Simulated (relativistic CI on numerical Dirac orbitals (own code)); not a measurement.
**Calculated levels, Ru XVI**

Method of calculation: Dirac-Coulomb-Breit CI, KLI orbitals optimised for each configuration, model QED (radiative potential, 1s self-energy scaled to tabulated hydrogen-like ionisation energies), unscaled Slater integrals (own radial code, finite nucleus).

Configurations in the expansion (outside the closed core [Ar]): 3d10.4s, 3d10.4p, 3d10.4d, 3d10.4f, 3d10.5s, 3d10.5p, 3d10.5d, 3d10.5f, 3d10.5g, 3d10.6s, 3d9.4p2, 3d10.6p, 3d9.4s2, 3d8.4s.4p2, 3d10.6d, 3d10.6f. Levels of other configurations are missing.

The lowest level is 3d10.4s 2S_1/2, with 100 % of that term; Hund's rules for 3d10.4s give 2S with J = 1/2, in agreement.

```csv
No.,Configuration,Term,J,E (cm⁻¹),%,Next component (%),jj configuration (%)
1,3d10.4s,2S,1/2,0,100,,4s (100)
2,3d10.4p,2P°,1/2,267096,100,,4p1/2 (100)
3,3d10.4p,2P°,3/2,309583,100,,4p3/2 (100)
4,3d10.4d,2D,3/2,743511,100,,4d3/2 (100)
5,3d10.4d,2D,5/2,750863,100,,4d5/2 (100)
6,3d10.4f,2F°,5/2,1190380,100,,4f5/2 (100)
7,3d10.4f,2F°,7/2,1190614,100,,4f7/2 (100)
8,3d10.5s,2S,1/2,1327501,100,,5s (100)
9,3d10.5p,2P°,1/2,1445434,100,,5p1/2 (100)
10,3d10.5p,2P°,3/2,1463578,100,,5p3/2 (100)
11,3d10.5d,2D,3/2,1655941,100,,5d3/2 (100)
12,3d10.5d,2D,5/2,1659266,100,,5d5/2 (100)
13,3d10.5f,2F°,5/2,1850712,100,,5f5/2 (100)
14,3d10.5f,2F°,7/2,1850931,100,,5f7/2 (100)
15,3d10.5g,2G,7/2,1898925,100,,5g7/2 (100)
16,3d10.5g,2G,9/2,1899056,100,,5g9/2 (100)
17,3d10.6s,2S,1/2,1934631,100,,6s (100)
18,3d10.6p,2P°,1/2,1996899,100,,6p1/2 (100)
19,3d10.6p,2P°,3/2,2006424,100,,6p3/2 (100)
20,3d9.4s2,2D,5/2,2054042,98,2 3d9.4p2 2D,3d5/2^5 (98)
21,3d9.4s2,2D,3/2,2088863,98,2 3d9.4p2 2D,3d3/2^3 3d5/2^6 (98)
22,3d10.6d,2D,3/2,2108933,100,,6d3/2 (100)
23,3d10.6d,2D,5/2,2110747,100,,6d5/2 (100)
24,3d10.6f,2F°,5/2,2213001,100,,6f5/2 (100)
25,3d10.6f,2F°,7/2,2213176,100,,6f7/2 (100)
26,3d9.4p2(3P),4D,5/2,2591620,42,20 2D,3d5/2^5 4p1/2^2 (85)
27,3d9.4p2(3P),4D,7/2,2614303,72,23 4F,3d5/2^5 4p1/2 4p3/2 (93)
28,3d9.4p2(3P),4D,3/2,2617271,63,16 4F,3d5/2^5 4p1/2 4p3/2 (65)
29,3d9.4p2(3P),2F,5/2,2628782,53,16 4F,3d5/2^5 4p1/2 4p3/2 (94)
30,3d9.4p2(3P),4F,9/2,2634967,55,45 2G,3d5/2^5 4p1/2 4p3/2 (95)
31,3d9.4p2(3P),4D,1/2,2636741,62,19 2S,3d5/2^5 4p1/2 4p3/2 (51)
32,3d9.4p2(3P),2P,3/2,2637076,60,17 4F,3d5/2^5 4p1/2 4p3/2 (60)
33,3d9.4p2(3P),4F,7/2,2640168,41,41 2F,3d5/2^5 4p1/2 4p3/2 (80)
34,3d9.4p2(1D),2D,5/2,2640556,50,43 4P,3d5/2^5 4p1/2 4p3/2 (88)
35,3d9.4p2(3P),2D,3/2,2642478,56,23 2P,3d5/2^5 4p1/2 4p3/2 (58)
36,3d9.4p2(1D),2S,1/2,2649412,50,33 4D,3d3/2^3 3d5/2^6 4p1/2 4p3/2 (53)
37,3d9.4p2(3P),4F,3/2,2659691,47,20 2D,3d3/2^3 3d5/2^6 4p1/2 4p3/2 (81)
38,3d9.4p2(3P),4F,5/2,2661618,46,20 2D,3d3/2^3 3d5/2^6 4p1/2 4p3/2 (95)
39,3d9.4p2(1D),2G,7/2,2670824,54,22 2F,3d3/2^3 3d5/2^6 4p1/2 4p3/2 (89)
40,3d9.4p2(3P),4D,5/2,2673612,29,28 2F,3d3/2^3 3d5/2^6 4p1/2 4p3/2 (64)
41,3d9.4p2(1D),2P,1/2,2674731,69,31 4P,3d3/2^3 3d5/2^6 4p1/2 4p3/2 (52)
42,3d9.4p2(1D),2G,9/2,2676863,55,45 4F,3d5/2^5 4p3/2^2 (95)
43,3d9.4p2(3P),4P,3/2,2681537,55,38 2D,3d3/2^3 3d5/2^6 4p1/2 4p3/2 (64)
44,3d9.4p2(3P),2P,1/2,2685874,78,14 2S,3d3/2^3 3d5/2^6 4p1/2 4p3/2 (46)
45,3d9.4p2(1D),2F,7/2,2688124,92,5 4D,3d5/2^5 4p3/2^2 (71)
```

Energies count from the lowest computed level; ° marks odd parity. Percentages are summed over parent terms; the parents shown are those of the largest component, closed shells are left out there. Filled j subshells are mostly left out of the jj labels.

The mean weight of the leading LS term, summed over parents, in these 45 levels is 81 %, and that of the leading jj configuration (from the same eigenvectors) 88 %.

At this charge energies of transitions that change n are usually good to better than 1 %, and those within a shell (Δn = 0) to a few per cent.

LS names give the leading component of a level, which can be under half, so a name can repeat, a term be missing and a line seem to break the LS rules.
